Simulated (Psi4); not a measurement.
silylarsine (H5AsSi), singlet, at a GFN2-xTB geometry; B3LYP5/cc-pVDZ in Psi4.

Here is a job for Psi4.
```
memory 2 GB

molecule {
0 1
Si   -1.49296222    0.17053097    0.31614310
As    0.75371282   -0.07592101   -0.21903957
H    -2.29367511   -0.77990177   -0.46688108
H    -1.93901103    1.52536083   -0.03432123
H    -1.81909019   -0.04494677    1.73089424
H     0.88634284   -1.32044560    0.60966261
H     1.19438155    0.73789324    0.96294779
}

set {
  basis cc-pvdz
  scf_type pk
  puream true
  d_convergence 1e-8
  dft_radial_points 99
  dft_spherical_points 590
}

energy('b3lyp5')
print_variables()
```

It wrote (shortened):

```
   => Loading Basis Set <=

    Name: CC-PVDZ
    Role: ORBITAL
    Keyword: BASIS

         ---------------------------------------------------------
                                   SCF
               by Justin Turney, Rob Parrish, Andy Simmonett
                          and Daniel G. A. Smith
                              RKS Reference
         ---------------------------------------------------------

  ==> Geometry <==

    Molecular point group: c1
    Full point group: C1

    Geometry (in Angstrom), charge = 0, multiplicity = 1:

       Center              X                  Y                   Z               Mass
    ------------   -----------------  -----------------  -----------------  -----------------
         SI          -1.592081913592     0.177926978421     0.360074492829    27.976926534650
         AS           0.654593126408    -0.068525001579    -0.175108177171    74.921594570000
         H           -2.392794803592    -0.772505761579    -0.422949687171     1.007825032230
         H           -2.038130723592     1.532756838421     0.009610162829     1.007825032230
         H           -1.918209883592    -0.037550761579     1.774825632829     1.007825032230
         H            0.787223146408    -1.313049591579     0.653594002829     1.007825032230
         H            1.095261856408     0.745289248421     1.006879182829     1.007825032230

  Running in c1 symmetry.

  Rotational constants: A =      1.66680  B =      0.12901  C =      0.12896 [cm^-1]
  Rotational constants: A =  49969.25743  B =   3867.54151  C =   3866.10059 [MHz]
  Nuclear repulsion =  167.274031628117541

  Charge       = 0
  Multiplicity = 1
  Electrons    = 52
  Nalpha       = 26
  Nbeta        = 26

  ==> Algorithm <==

  SCF Algorithm Type is PK.
  DIIS enabled.
  MOM disabled.
  Fractional occupation disabled.
  Guess Type is SAD.
  Energy threshold   = 1.00e-06
  Density threshold  = 1.00e-08
  Integral threshold = 1.00e-12

  ==> Primary Basis <==

  Basis Set: CC-PVDZ
    Blend: CC-PVDZ
    Number of shells: 34
    Number of basis functions: 70
    Number of Cartesian functions: 73
    Spherical Harmonics?: true
    Max angular momentum: 2

  ==> DFT Potential <==

   => LibXC <=

    Version 7.1.2
    S. Lehtola, C. Steigemann, M. J. T. Oliveira, and M. A. L. Marques,  SoftwareX 7, 1–5 (2018) (10.1016/j.softx.2017.11.002)

   => Composite Functional: B3LYP5 <=

    B3LYP5 Hyb-GGA Exchange-Correlation Functional

    P. J. Stephens, F. J. Devlin, C. F. Chabalowski, and M. J. Frisch,  J. Phys. Chem. 98, 11623 (1994) (10.1021/j100096a001)

    Deriv               =              1
    GGA                 =           TRUE
    Meta                =          FALSE

    Exchange Hybrid     =           TRUE
    MP2 Hybrid          =          FALSE

   => Exchange Functionals <=

    0.0800   Slater exchange
    0.7200         Becke 88

   => Exact (HF) Exchange <=

    0.2000               HF

   => Correlation Functionals <=

    0.1900   Vosko, Wilk & Nusair (VWN5)
    0.8100   Lee, Yang & Parr

   => LibXC Density Thresholds  <==

    XC_HYB_GGA_XC_B3LYP5:  1.00E-15

   => Molecular Quadrature <=

    Radial Scheme          =       TREUTLER
    Pruning Scheme         =           NONE
    Nuclear Scheme         =       TREUTLER

    Blocking Scheme        =         OCTREE
    BS radius alpha        =              1
    Pruning alpha          =              1
    Radial Points          =             99
    Spherical Points       =            590
    Total Points           =         387590
    Total Blocks           =           2785
    Max Points             =            256
    Max Functions          =             70
    Weights Tolerance      =       1.00E-15

  ==> Integral Setup <==

  Using in-core PK algorithm.
   Calculation information:
      Number of atoms:                   7
      Number of AO shells:              34
      Number of primitives:            165
      Number of atomic orbitals:        73
      Number of basis functions:        70

      Integral cutoff                 1.00e-12
      Number of threads:                 1

  Performing in-core PK
  Using 6177710 doubles for integral storage.
  We computed 176728 shell quartets total.
  Whereas there are 177310 unique shell quartets.

  ==> DiskJK: Disk-Based J/K Matrices <==

    J tasked:                  Yes
    K tasked:                  Yes
    wK tasked:                  No
    Schwarz Cutoff:          1E-12

  Minimum eigenvalue in the overlap matrix is 8.2155663742E-03.
  Reciprocal condition number of the overlap matrix is 1.9629312774E-03.
    Using symmetric orthogonalization.

  ==> Pre-Iterations <==

  SCF Guess: Superposition of Atomic Densities via on-the-fly atomic UHF (no occupation information).

   -------------------------
    Irrep   Nso     Nmo
   -------------------------
     A         70      70
   -------------------------
    Total      70      70
   -------------------------

  ==> Iterations <==

                        Total Energy        Delta E     RMS |[F,P]|

   @RKS iter SAD: -2524.91461529234311   -2.52491e+03   0.00000e+00
   @RKS iter   1: -2527.59763240872280   -2.68302e+00   1.59370e-02 DIIS/ADIIS
   @RKS iter   2: -2527.71666406694385   -1.19032e-01   1.50413e-02 DIIS/ADIIS
   @RKS iter   3: -2528.18896835614896   -4.72304e-01   9.73390e-04 DIIS/ADIIS
   @RKS iter   4: -2528.19213469922897   -3.16634e-03   5.44496e-04 DIIS/ADIIS
   @RKS iter   5: -2528.19342992390739   -1.29522e-03   7.75817e-05 DIIS
   @RKS iter   6: -2528.19345308276615   -2.31589e-05   9.15585e-06 DIIS
   @RKS iter   7: -2528.19345338367066   -3.00905e-07   3.76221e-06 DIIS
   @RKS iter   8: -2528.19345344875228   -6.50816e-08   4.37886e-07 DIIS
   @RKS iter   9: -2528.19345344951171   -7.59428e-10   4.98093e-08 DIIS
   @RKS iter  10: -2528.19345344951989   -8.18545e-12   9.23365e-09 DIIS
  Energy and wave function converged.

  ==> Post-Iterations <==

   Electrons on quadrature grid:
      Ntotal   =   51.9999987508 ; deviation = -1.249e-06

    Orbital Energies [Eh]
    ---------------------

    Doubly Occupied:

[...]
    Virtual:

[...]
    Final Occupation by Irrep:
              A
    DOCC [    26 ]
    NA   [    26 ]
    NB   [    26 ]

  @RKS Final Energy: -2528.19345344951989

   => Energetics <=

    Nuclear Repulsion Energy =            167.2740316281175410
    One-Electron Energy =               -3851.5393998611048119
    Two-Electron Energy =                1241.0573061504651378
    DFT Exchange-Correlation Energy =     -84.9853913669978027
    Empirical Dispersion Energy =           0.0000000000000000
    VV10 Nonlocal Energy =                  0.0000000000000000
    Total Energy =                      -2528.1934534495198932

Computation Completed

Properties will be evaluated at   0.000000,   0.000000,   0.000000 [a0]

Properties computed using the SCF density matrix

 Multipole Moments:

 ------------------------------------------------------------------------------------
     Multipole            Electronic (a.u.)      Nuclear  (a.u.)        Total (a.u.)
 ------------------------------------------------------------------------------------

 L = 1.  Multiply by 2.5417464519 to convert [e a0] to [Debye]
 Dipole X            :          9.7641879           -9.7400718            0.0241161
 Dipole Y            :         -0.7545707            0.7267747           -0.0277960
 Dipole Z            :         -4.1775913            4.3169515            0.1393602
 Magnitude           :                                                    0.1441369

 ------------------------------------------------------------------------------------

  Variable Map:
  ----------------------------------------------------------------------------
[...]
  Array Variable Map:
  ----------------------------------------------------------------------------
[...]
[...]
```
